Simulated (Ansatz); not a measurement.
`C[NH][SnH2][OH]` and `C[NH][SnH2][O]C` differ in one atom or group.

Ansatz, PBE0-D4/def2-TZVP geometries, multiplicity 1. Each molecule was computed in one conformer, which needn't be the lowest.

Elements past krypton have def2 core potentials.

| property | `C[NH][SnH2][OH]` |
| --- | --- |
| size of the dipole moment (PBE/def2-TZVPP) / D | 1.76 |
| LUMO energy (PBE/def2-TZVPP) / eV | -1.01 |
| LUMO energy (PBE0/def2-TZVPP) / eV | -0.15 |
| HOMO–LUMO gap (PBE/def2-TZVPP) / eV | 4.29 |
| HOMO–LUMO gap (PBE0/def2-TZVPP) / eV | 6.51 |
| LUMO energy (ωB97M-V/def2-TZVPP) / eV | 1.33 |

Problem. Give the same properties after the change, and the shifts. (An estimate is asked.)

Solution. The calculation gave: 
| property | `C[NH][SnH2][O]C` | shift |
| --- | --- | --- |
| size of the dipole moment (PBE/def2-TZVPP) / D | 1.99 | 0.23 |
| LUMO energy (PBE/def2-TZVPP) / eV | -0.78 | 0.23 |
| LUMO energy (PBE0/def2-TZVPP) / eV | -0.01 | 0.14 |
| HOMO–LUMO gap (PBE/def2-TZVPP) / eV | 4.51 | 0.22 |
| HOMO–LUMO gap (PBE0/def2-TZVPP) / eV | 6.64 | 0.13 |
| LUMO energy (ωB97M-V/def2-TZVPP) / eV | 1.35 | 0.02 |

Dipoles are sizes alone; their direction can turn.
